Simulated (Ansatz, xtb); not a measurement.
## Relative energy of two isomers of C4H6FN2+

Structure I: `FCc1[nH]cc[nH+]1`, a singlet. Structure II: `Cc1[nH]c[nH+]c1F`, a singlet. Both are isolated ions in the gas phase, relaxed with PBE0-D3(BJ)/def2-SVP; the shapes shown needn't be the lowest conformers.

I (Å):

```xyz
13

C    -3.7625   -0.3838    0.6110
C    -2.3516    0.1110    0.6321
C    -0.3117    0.8089    0.0969
C    -0.4124    0.8135    1.4548
F    -4.1694   -0.4829    1.9017
N    -1.5273    0.3696   -0.3844
N    -1.6833    0.3776    1.7501
H    -3.8160   -1.3705    0.1190
H    -4.4091    0.3224    0.0617
H    -1.7608    0.2592   -1.3679
H     0.5129    1.0783   -0.5582
H     0.3074    1.0879    2.2217
H    -2.0957    0.2607    2.6743
```

II (Å):

```yaml
atoms:
  - { symbol: C, position_ang: [0.0729, -1.9500, 0.1695] }
  - { symbol: C, position_ang: [-0.2601, -0.5078, 0.1367] }
  - { symbol: C, position_ang: [-1.3861, 1.3829, 0.5670] }
  - { symbol: C, position_ang: [0.3601, 0.5455, -0.4782] }
  - { symbol: F, position_ang: [1.4232, 0.5803, -1.2129] }
  - { symbol: N, position_ang: [-1.3436, 0.0717, 0.7744] }
  - { symbol: N, position_ang: [-0.3424, 1.6921, -0.2038] }
  - { symbol: H, position_ang: [0.9766, -2.1304, -0.4262] }
  - { symbol: H, position_ang: [-0.7404, -2.5586, -0.2542] }
  - { symbol: H, position_ang: [0.2692, -2.2924, 1.1969] }
  - { symbol: H, position_ang: [-2.0234, -0.4400, 1.3323] }
  - { symbol: H, position_ang: [-2.1299, 2.0783, 0.9509] }
  - { symbol: H, position_ang: [-0.1023, 2.6243, -0.5366] }
```

Quicker runs give these differences E(II) − E(I): GFN2-xTB −0.4 kcal/mol; HF/STO-3G −5.0 kcal/mol (at GFN2-xTB geometries); r2SCAN-D4/def2-SVP −1.3 kcal/mol (at GFN2-xTB geometries).

Problem. Estimate E(II) − E(I) at the level CCSD(T)/def2-SVP + ΔMP2/def2-TZVPP.

Solution. Calculated at CCSD(T)/def2-SVP + ΔMP2/def2-TZVPP: E(II) − E(I) = +2.7 kcal/mol, so structure I lies lower.

Level by level:

```
                             level              geometry  E(II) − E(I) (kcal/mol)  departure from the last row (kcal/mol)  job, with rough time for the two
                          GFN2-xTB              GFN2-xTB                      −0.4                                    −3.2              optimisation, 0.15 s
                         HF/STO-3G              GFN2-xTB                      −5.0                                    −7.7              single point, 0.94 s
                r2SCAN-D4/def2-SVP              GFN2-xTB                      −1.3                                    −4.0               single point, 4.5 s
              PBE0-D3(BJ)/def2-SVP  PBE0-D3(BJ)/def2-SVP                      −0.6                                    −3.3                optimisation, 47 s
                       HF/def2-SVP  PBE0-D3(BJ)/def2-SVP                      +4.5                                    +1.7           part of the CCSD(T) run
                      MP2/def2-SVP  PBE0-D3(BJ)/def2-SVP                      +0.5                                    −2.2           part of the CCSD(T) run
                  CCSD(T)/def2-SVP  PBE0-D3(BJ)/def2-SVP                      +1.3                                    −1.4                      single point
CCSD(T)/def2-SVP + ΔMP2/def2-TZVPP  PBE0-D3(BJ)/def2-SVP                      +2.7                                                        single point, 75 s
```

As drawn, both hold the same kinds of bond in the same numbers. Structure I has 0 methyl groups, II 1.

HF/STO-3G, r2SCAN-D4/def2-SVP, PBE0-D3(BJ)/def2-SVP put the two in the other order. GFN2-xTB finds them nearly level. The largest departure from CCSD(T)/def2-SVP + ΔMP2/def2-TZVPP is that of HF/STO-3G, 7.7 kcal/mol. The last row adds to CCSD(T) the change of the MP2 difference between the two basis sets, here +1.4 kcal/mol.

With thermal terms from frequencies at re-optimised GFN2-xTB minima (ideal gas, soft modes damped towards free rotors, one conformer each, 298.15 K, 1 atm): the zero-point term adds −0.2 kcal/mol; ΔH is +2.8 and ΔG +2.5 kcal/mol.

The correlated steps freeze 7 core orbitals. Run with Ansatz 0.2.0, xtb 6.7.1; the last row on 2 threads of Intel(R) Xeon(R) Processor @ 2.70GHz on a shared host.
